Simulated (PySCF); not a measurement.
SiOF, SMILES O=[Si]F, multiplicity 2. Atoms are numbered in the order given.

```xyz
3

Si     0.3790     0.0736     0.0000
O     -0.3441     1.4101     0.0000
F     -0.2836    -1.3679     0.0000
```
Charge 0, spin multiplicity 2.

The structure is a stationary point at PBE0-D3(BJ)/def2-TZVP.

Two levels are set side by side: PBE/pcH-1 (PySCF) and PBE0/pcH-1 (PySCF). Contact hyperfine couplings, same geometry. Differences are taken from unrounded values.

| quantity | PBE0 |
|---|---|
| A(iso) of 29Si, atom Si1 (MHz) | -913.8 |
| A(iso) of 17O, atom O2 (MHz) | 1.5 |
| A(iso) of 19F, atom F3 (MHz) | 536.7 |

Task: What does PBE give, and how far is it from PBE0? (An estimate is asked for; the answer gives what the named calculation found.)

Result: 
```tsv
quantity	PBE	PBE minus PBE0
A(iso) of 29Si, atom Si1 (MHz)	-878.8	35.1
A(iso) of 17O, atom O2 (MHz)	1.0	-0.5
A(iso) of 19F, atom F3 (MHz)	500.5	-36.1
```

Rough cost on one machine, each run with all the roots and properties that it gave: PBE0 against PBE within a factor of 2.
